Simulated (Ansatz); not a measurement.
A cut through the energy surface

CF2InN (SMILES N#[C][In]([F])[F]), singlet, at its PBE0-D4/def2-TZVP minimum:

```
5
angstrom
N 1.2980 -1.5922 1.5896
C 0.7249 -0.8903 0.8786
In -0.3060 0.3723 -0.4003
F -1.8721 -0.1548 -1.3755
F 0.2051 2.1914 -0.7337
```

The angle C2–In3–F5 (123.5° at the minimum) is set to the values below, C2, with anything bonded beyond it, turning rigidly in the plane of the angle. Each method's energies count from its own value at the PBE0-D4 minimum structure. Program: Ansatz 0.2.0. Basis: def2-TZVPP. Cores are frozen in the correlated methods. Filled d shells of the heavier atoms are correlated. Core potentials replace the inner electrons of the atoms past krypton. The def2 sets are not built for correlating such inner shells, so the correlated values are less sure here. B3LYP uses VWN-RPA correlation.

CCSD(T) energies along the scan:
```csv
angle (°),CCSD(T) (kJ/mol)
93.5,32.1
101.0,17.4
108.5,7.6
116.0,1.9
123.5,0.0
131.0,1.8
138.5,7.5
146.0,17.3
153.5,31.9
```
They count from the CCSD(T) energy at the PBE0-D4 minimum.

Largest difference from the CCSD(T) curve over the scan: r2SCAN-D4 3.4; PBE0-D4 1.6; B3LYP-D4 2.0; MP2 0.2 kJ/mol. Each curve counts from its own value at the minimum.

The T1 diagnostic stays at or below 0.018.

For scale, one of the runs: CCSD(T)/def2-TZVPP, 174 basis functions (an equivalent command: `ansatz run in.yaml --threads 4`). The run took 53 s on 4 CPU threads (shared host), with 1.9 GiB of host memory at its peak.
